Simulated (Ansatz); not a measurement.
Gas-phase reaction in SMILES: c1ccoc1 + 7 [H][H] (H2) → 4 C (CH4) + O (H2O)
Structures are relaxed separately at B3LYP-D3(BJ)/def2-TZVP in Ansatz (a first-principles code). Unstable Hartree-Fock reference: c1ccoc1.
Geometry of the first species:
```
C
C 1 1.3552
O 2 1.3615 1 110.34
C 3 1.3615 2 106.94 1 0.00
C 4 1.3552 3 110.34 2 0.00
H 4 1.0753 5 133.63 1 -180.00
H 2 1.0753 1 133.63 5 -180.00
H 5 1.0766 4 126.47 6 0.00
H 1 1.0766 2 126.47 7 0.00
```
Charge 0, spin multiplicity 1.

Property: energy of full hydrogenation (electronic energy difference), in kcal/mol. Correlated levels leave the core frozen unless marked. No spin-orbit coupling. Non-relativistic. Basis-set limits of correlation are two-point, X^-3; Hartree-Fock from the larger set. The bracket is a focal-point correction in the basis named.

```json
[
 {"level": "HF/aug-cc-pVDZ", "program": "Ansatz", "energy of full hydrogenation (kcal/mol)": "-177.8"},
 {"level": "HF/cc-pVTZ", "program": "Ansatz", "energy of full hydrogenation (kcal/mol)": "-171.0"},
 {"level": "B3LYP/def2-TZVPD", "program": "Ansatz", "energy of full hydrogenation (kcal/mol)": "-152.7"},
 {"level": "PBE0/6-31G*", "program": "Ansatz", "energy of full hydrogenation (kcal/mol)": "-156.2"},
 {"level": "r2SCANh-D4/def2-TZVPD", "program": "Ansatz + dftd4", "energy of full hydrogenation (kcal/mol)": "-153.2"},
 {"level": "LC-wPBE-D3(BJ)/def2-TZVPD", "program": "Ansatz + dftd3", "energy of full hydrogenation (kcal/mol)": "-161.3"},
 {"level": "RI-MP2/CBS(cc-pVTZ,cc-pVQZ)+[CCSD(T)-MP2]/cc-pVTZ", "program": "Ansatz", "energy of full hydrogenation (kcal/mol)": "-153.4"}
]
```
